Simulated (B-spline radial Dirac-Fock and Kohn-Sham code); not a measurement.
Calculated with a radial atomic solver, using multi-electron Dirac-Fock with separately optimised hole states, Breit and Lamb-shift corrections added in first order. The model has no electron correlation.

**Question.** An atom or ion in its tabulated ground configuration has these computed binding energies (the last is its least bound level). Which is it?

```
level  binding energy (eV)
   2s              17392.2
2p1/2              16759.2
2p3/2              14826.9
3p3/2               5257.1
3d3/2               4818.9
3d5/2               4723.0
   4p               2651.2
```

**Answer.** Hg⁴⁸⁺: Z = 80 with 32 electrons, [Ar] 3d10 4s2 4p2.
